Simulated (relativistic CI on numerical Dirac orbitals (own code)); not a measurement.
**Co3+: 2p photoemission**

Computed with this model: Dirac-Coulomb-Breit CI, separate exchange-only KLI orbitals for each configuration, QED by a radiative potential, valence Slater integrals scaled by 0.8, multiplet model of photoemission in the sudden approximation; configurations [Ar] 3d6 → [He] 2s2 2p5 3s2 3p6 3d6; 300 K; Lorentzian 0.5 eV and Gaussian 0.6 eV FWHM. Energies are those of the free ion, without screening or charge transfer. The energies are binding energies and can lie tens of eV above those of solids. S is read from ⟨S²⟩ = S(S + 1).

Field parameters in Wybourne normalisation: D4h B²₀ = −7Ds, B⁴₀ = 21(Dq − Dt), B⁴₄ = 21√(5/14) Dq; Oh B⁴₀ = 21Dq, B⁴₄ = √(5/14) B⁴₀; Td as Oh with Dq negative (B⁴₀ = 21Dq, B⁴₄ = √(5/14) B⁴₀). The field is a parameter set, without covalency.

Computed curve for free ion, scaled to 100 at the maximum (points under 2 are left out and the grid is thinned):

(Energy (eV), Intensity): (832.0, 2.1), (832.6, 3.3), (833.1, 5.6), (833.7, 15.2), (834.2, 57.6), (834.8, 89.7), (835.3, 37.9), (835.9, 42.6), (836.5, 97.2), (837.0, 52.5), (837.6, 23.6), (838.1, 40.5), (838.7, 32.6), (839.2, 16.1), (839.8, 10.5), (840.3, 11.4), (840.9, 19.3), (841.5, 23.0), (842.0, 18.8), (842.6, 10.3), (843.1, 6.2), (843.7, 4.7), (844.2, 4.6), (844.8, 3.3), (849.4, 2.1), (849.9, 2.9), (850.5, 6.1), (851.0, 18.1), (851.6, 46.7), (852.1, 54.3), (852.7, 58.8), (853.2, 27.2), (853.8, 33.0), (854.4, 14.0), (854.9, 7.5), (855.5, 5.3), (856.0, 7.7), (856.6, 7.7), (857.1, 3.3), (857.7, 2.2)

The ground state has S = 2.00, and the centroid lies at 842.20 eV.
